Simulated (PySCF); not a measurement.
Structure problem from calculated spectra and properties.

Elements present: C, H, N, O and Si. Monoisotopic mass: 133.0559 u.

* UV, first state: lowest singlet excitation: 5.09 eV (244 nm, f = 0.001) [TDDFT wB97X-D/def2-SVPD]
* Dipole: 1.59 D [wB97X-D/def2-SVPD]
* Triplet: lowest triplet excitation (Tamm–Dancoff): 4.34 eV [TDA wB97X-D/def2-SVPD]
* UV, strongest line: among the 10 lowest singlet transitions: S3 at 7.42 eV (167 nm, f = 0.142) [TDDFT wB97X-D/def2-SVPD]
* Polarisability: 91.3 au [wB97X-D/def2-SVPD]
* NMR, other nuclei: isotropic shieldings of nuclei other than C and H, by class: -120 (1 N), 268 (1 O), 283 (1 O), 365 (1 Si) ppm [GIAO B3LYP/pcSseg-1]
* 13C NMR: chemical shifts (computed TMS as zero) by class: 169.9 (1 C), 73.9 (1 C), 53.8 (1 C), 51.5 (1 C) ppm [GIAO B3LYP/pcSseg-1]
* Rotational structure: rotational constants A, B, C: 2.602, 0.891, 0.703 GHz [PBE0-D3(BJ)/def2-SVP]

Electronic properties: PySCF, gas phase, density fitting. Levels stand in brackets. One conformer (not necessarily the lowest) at the PBE0-D3(BJ)/def2-SVP geometry, without solvent, vibrations or thermal averaging. NMR values are class means; diastereotopic atoms form classes of their own.

Question: Which formula fits the mass and the elements?

Answer: C4H11NO2Si (calculated 133.0559). No other formula that holds each of these elements comes within 0.0003 u with a fitting electron parity and a possible valence count.

Question: What is the compound? Reason from the data.

Answer: Numbering: `[CH3:1]/[N:2]=[CH:3]/[CH2:4][O:5][SiH2:6][O:7][CH3:8]`. Its formula, C4H11NO2Si, gives 1 degree of unsaturation: 0 rings and 1 π bond in the structure found. 4 carbons fall into 4 classes; from least to most shielded: imine carbon [C3] (169.9 ppm), sp3 carbon bound to oxygen [C4] (73.9 ppm), methoxy carbon [C8] (53.8 ppm), N-methyl carbon [C1] (51.5 ppm). The other shieldings belong to: -120 ppm, imine nitrogen [N2]; 268 ppm, silyl ether oxygen [O5]; 283 ppm, silyl ether oxygen [O7]; 365 ppm, oxygen-bound silicon [Si6]. The optimised geometry has point group C1 and is an asymmetric top. Structure: `C/N=C/CO[SiH2]OC`. Computed isomers that give other values at the same levels: `CC(=O)O[SiH2]N(C)C` (rotational constant A: 3.765 GHz; this holds for the one conformer computed); `C/N=C/[SiH](OC)OC` (lowest singlet excitation: 4.36 eV (284 nm, f = 0.002)). The assignments are read from this structure; whether some other isomer fits the data as well wasn't checked.

Conformer computed: `[CH3:1]/[N:2]=[CH:3]/[CH2:4][O:5][SiH2:6][O:7][CH3:8]`: N2–C3–C4–O5 133°, C3–C4–O5–Si6 83°, C4–O5–Si6–O7 -72°, O5–Si6–O7–C8 -69°.
